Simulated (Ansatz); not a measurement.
`O[CH2][Zn][F]`. The species carries charge 0 and has multiplicity 1.

```xyz
7

O     1.3369    0.5369   -0.5200
C     0.0542   -0.0612   -0.6286
Zn   -1.0003    0.0201    1.0134
F    -1.9183    0.1115    2.5085
H     1.8983   -0.0272    0.0152
H     0.1145   -1.0903   -1.0015
H    -0.4853    0.5102   -1.3870
```

(1) What are the harmonic wavenumbers in cm⁻¹ at PBE0-D4/def2-TZVP (Ansatz, finite differences of forces, unscaled)? (Estimate.)

(2) Is this a minimum?

(3) Give the ideal-gas thermochemistry at 298.15 K and 1 bar (rigid rotor, harmonic oscillator; point group C1, symmetry number 1).

(4) And at 400, 500, 600, 800 and 1000 K?

(5) Rotational constants (cm⁻¹)?

## Answers

(1) The calculation gave: 100, 135, 259, 300, 527, 678, 694, 1051, 1141, 1252, 1381, 1467, 3029, 3105, 3881.

(2) Yes, all 15 modes are real.

(3) Zero-point energy 113.6 kJ/mol; H(298) − E = 131.0 kJ/mol; entropy 319.3 J/(mol·K), of which translation 168.1, rotation 105.7, vibration 45.4; G(298) − E = 35.8 kJ/mol. Modes under 100 cm⁻¹ are hindered rotations or soft bends, so the harmonic entropy is rough.

(4) 
```tsv
T (K)	H − E (kJ/mol)	S (J/mol/K)	G − E (kJ/mol)
400	139.7	344.4	1.9
500	149.3	365.7	-33.6
600	159.7	384.7	-71.1
800	182.4	417.2	-151.4
1000	206.9	444.6	-237.7
```

(5) 0.9418, 0.07528, 0.07101.
